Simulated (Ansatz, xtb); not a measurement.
## Relaxing a trial structure of C5H7BO

The starting geometry of this gas-phase singlet was built from a drawn formula by distance geometry and a force field; its bonds are those of `BC1(O)C=CC=C1`.

| atom | x (Å) | y (Å) | z (Å) |
| --- | --- | --- | --- |
| C | -0.8259 | -0.1829 | -1.0760 |
| C | -1.1640 | 1.2849 | -1.1110 |
| C | -1.0692 | 1.7758 | 0.0942 |
| C | -0.7765 | 0.6896 | 1.0669 |
| C | -0.5875 | -0.3975 | 0.4039 |
| B | -2.0628 | -1.0393 | -1.5918 |
| O | 0.3332 | -0.5044 | -1.8257 |
| H | -3.0196 | -1.1212 | -0.9816 |
| H | -2.2536 | -1.1595 | -2.7653 |
| H | 1.1019 | 0.0482 | -1.4834 |
| H | -1.3130 | 1.8939 | -1.9540 |
| H | -1.2298 | 2.7503 | 0.3866 |
| H | -0.6304 | 0.8575 | 2.1498 |
| H | -0.3479 | -1.3675 | 0.8535 |

Predict what becomes of its bonds when it is optimised with r2SCAN-D4/def2-SVP.

It rearranges to `B[C@H]1C=CC=C1O`. Distances that change by over a tenth: C2–C3 (1.30 → 1.48 Å), C4–C5 (1.29 → 1.43 Å). Contacts that open: C1–B6 (1.59 → 2.09 Å). Contacts that close: C2–B6 (2.54 → 1.60 Å).

The energy falls by 1.37 eV over 26 steps:

```json
{"step": "1", "E − E(last) (eV)": "1.368"}
{"step": "4", "E − E(last) (eV)": "0.442"}
{"step": "7", "E − E(last) (eV)": "0.261"}
{"step": "9", "E − E(last) (eV)": "0.179"}
{"step": "12", "E − E(last) (eV)": "0.113"}
{"step": "15", "E − E(last) (eV)": "0.062"}
{"step": "18", "E − E(last) (eV)": "0.006"}
{"step": "20", "E − E(last) (eV)": "0.001"}
{"step": "23", "E − E(last) (eV)": "0.000"}
{"step": "26", "E − E(last) (eV)": "0.000"}
```

Final geometry (Å):

```xyz
14

C    -0.1754   -0.1809   -0.8281
C    -1.0509    0.9748   -1.1612
C    -1.4657    1.5062    0.1553
C    -0.9919    0.6681    1.1354
C    -0.2050   -0.3745    0.5441
B    -2.1326   -0.1343   -1.5500
O     0.5613   -0.9083   -1.7039
H    -2.8299   -0.6190   -0.7005
H    -2.2438   -0.4483   -2.7150
H     0.5064   -0.4999   -2.5778
H    -0.7569    1.6397   -1.9841
H    -2.1610    2.3373    0.2813
H    -1.2231    0.7381    2.2001
H     0.3234   -1.1709    1.0705
```

From the same start GFN2-xTB reaches the same bonding as this run.

The end wasn't checked by frequencies. Run with Ansatz 0.2.0, 74 s on 2 threads of Intel(R) Xeon(R) 6975P-C (Granite Rapids) (shared host).
